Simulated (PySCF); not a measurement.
Multinuclear NMR of C8H12Si

Molfile (atoms numbered from 1):
```
C8H12Si
     RDKit          3D

 21 21  0  0  0  0  0  0  0  0999 V2000
   -2.5539    0.9330   -0.0621 C   0  0  0  0  0  0  0  0  0  0  0  0
   -1.2724    0.7560    0.2457 C   0  0  0  0  0  0  0  0  0  0  0  0
   -0.5737    1.6751    1.2051 C   0  0  0  0  0  0  0  0  0  0  0  0
   -0.4504   -0.3554   -0.2760 C   0  0  2  0  0  0  0  0  0  0  0  0
    0.9613   -0.1987   -0.1449 C   0  0  0  0  0  0  0  0  0  0  0  0
    2.1559   -0.0973   -0.0651 C   0  0  0  0  0  0  0  0  0  0  0  0
    3.5936    0.0376    0.0439 C   0  0  0  0  0  0  0  0  0  0  0  0
   -0.8831   -1.0983   -1.5570 C   0  0  0  0  0  0  0  0  0  0  0  0
   -1.1245   -2.1518   -0.0302 Si  0  0  0  0  0  4  0  0  0  0  0  0
   -3.0928    0.2875   -0.7336 H   0  0  0  0  0  0  0  0  0  0  0  0
   -3.1178    1.7506    0.3533 H   0  0  0  0  0  0  0  0  0  0  0  0
   -0.1312    1.1014    2.0190 H   0  0  0  0  0  0  0  0  0  0  0  0
    0.2351    2.2033    0.7008 H   0  0  0  0  0  0  0  0  0  0  0  0
   -1.2656    2.4036    1.6201 H   0  0  0  0  0  0  0  0  0  0  0  0
    4.0418   -0.9193    0.3141 H   0  0  0  0  0  0  0  0  0  0  0  0
    4.0164    0.3669   -0.9060 H   0  0  0  0  0  0  0  0  0  0  0  0
    3.8432    0.7701    0.8121 H   0  0  0  0  0  0  0  0  0  0  0  0
   -1.7183   -0.6680   -2.0902 H   0  0  0  0  0  0  0  0  0  0  0  0
   -0.0626   -1.3261   -2.2254 H   0  0  0  0  0  0  0  0  0  0  0  0
   -2.4516   -2.2508    0.5461 H   0  0  0  0  0  0  0  0  0  0  0  0
   -0.1582   -3.2024    0.2297 H   0  0  0  0  0  0  0  0  0  0  0  0
  1  2  2  0
  2  3  1  0
  2  4  1  0
  4  5  1  6
  5  6  3  0
  6  7  1  0
  4  8  1  0
  8  9  1  0
  9  4  1  0
  1 10  1  0
  1 11  1  0
  3 12  1  0
  3 13  1  0
  3 14  1  0
  7 15  1  0
  7 16  1  0
  7 17  1  0
  8 18  1  0
  8 19  1  0
  9 20  1  0
  9 21  1  0
M  END
```

Calculated, not measured (PySCF 2.14): geometry from GFN2-xTB, σ from GIAO-PBE0/pcSseg-1. One conformer, fast rotation and ring inversion assumed for equivalent nuclei, non-relativistic, no solvent model.

What are the 29Si shifts?

Answers


```
atoms                                       environment  σ (ppm)  δ (ppm)
  Si9  silicon bonded to 2 C, 2 H, in a 3-membered ring    454.4    -93.5
```

Shieldings were converted by a linear fit to measured shifts: 29Si (scatter 8.9 ppm rms, 25.8 ppm with the 6 outliers that the fit left out vs TMS, solution or neat liquid). A few per cent of atoms miss by over 2 rms, more outside the fitted compound classes.

On a 600 MHz spectrometer 29Si resonates near 119.2 MHz, so 1 ppm is 119.2 Hz.
